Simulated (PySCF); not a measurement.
Structure problem from calculated spectra and properties.

Formula: C5H15GeNSi.

| Quantity | Value |
| --- | --- |
| 13C NMR | chemical shifts (computed TMS as zero) by class: 43.4 (2 C), 6.5 (2 C), -8.6 (1 C) ppm [GIAO KT3/pcSseg-1] |
| NMR, other nuclei | isotropic shieldings of nuclei other than C and H, by class: 236 (1 N), 425 (1 Si), 1435 (1 Ge) ppm [GIAO KT3/pcSseg-1] |
| Rotational structure | rotational constants A, B, C: 2.777, 0.523, 0.509 GHz [PBE0-D3(BJ)/def2-SVP] |
| Polarisability | 131.3 au [PBE0/def2-SVPD] |
| Triplet | lowest triplet excitation (Tamm–Dancoff): 4.35 eV [TDA PBE0/def2-SVPD] |
| XPS | Si2p3/2 105.9, C1s 290.1, C1s 290.5 (×2), C1s 291.2 (×2), N1s 403.8, Si1s 1845.6 eV [ΔSCF SCAN, pcX-2 on the ionised atom, pcseg-1 elsewhere, spin-free X2C, 2p3/2 from a spin–orbit splitting computed afterwards within the 2p shell] |
| Dipole | 0.93 D [PBE0/def2-SVPD] |

Electronic properties: PySCF, gas phase, density fitting. Levels stand in brackets. One conformer (not necessarily the lowest) at the PBE0-D3(BJ)/def2-SVP geometry, without solvent, vibrations or thermal averaging. The calculation (core ionisation apart) is non-relativistic and has no spin–orbit coupling, an omission that weighs most on germanium. NMR values are class means; diastereotopic atoms form classes of their own.

Task: Propose a structure and show how it fits.

Result: Numbering: `[CH3:1][N:2]([CH3:3])[GeH2:4][SiH2:5][CH:6]1[CH2:7][CH2:8]1`. 5 carbons fall into 3 classes; from least to most shielded: N-methyl carbon [C1/C3] (43.4 ppm, 2 C), three-membered-ring carbon [C7/C8] (6.5 ppm, 2 C, up to 2.1 ppm apart in this geometry), ring sp3 carbon bound to silicon [C6] (-8.6 ppm). The other shieldings belong to: 236 ppm, nitrogen bonded to 2 C and Ge [N2]; 425 ppm, SiH2 silicon [Si5]; 1435 ppm, germanium bonded to N, Si and 2 H [Ge4]. The core levels belong to: Si2p3/2 105.9 eV, SiH2 silicon [Si5]; C1s 290.1 eV, sp3 carbon bound to silicon [C6]; C1s 290.5 eV, three-membered-ring carbon [C7/C8]; C1s 291.2 eV, N-methyl carbon [C1/C3]; N1s 403.8 eV, nitrogen bonded to 2 C and Ge [N2]; Si1s 1845.6 eV, SiH2 silicon [Si5]. One atom of each topological class was ionised and stands for its class. No core level of Ge was computed. The optimised geometry has point group C1 and is an asymmetric top. Structure: `C[N](C)[GeH2][SiH2]C1CC1`. The assignments are read from this structure; whether some other isomer fits the data as well wasn't checked.

Shape of the structure used: `[CH3:1][N:2]([CH3:3])[GeH2:4][SiH2:5][CH:6]1[CH2:7][CH2:8]1`: C1–N2–Ge4–Si5 -69°, N2–Ge4–Si5–C6 175°, Ge4–Si5–C6–C7 -151°.
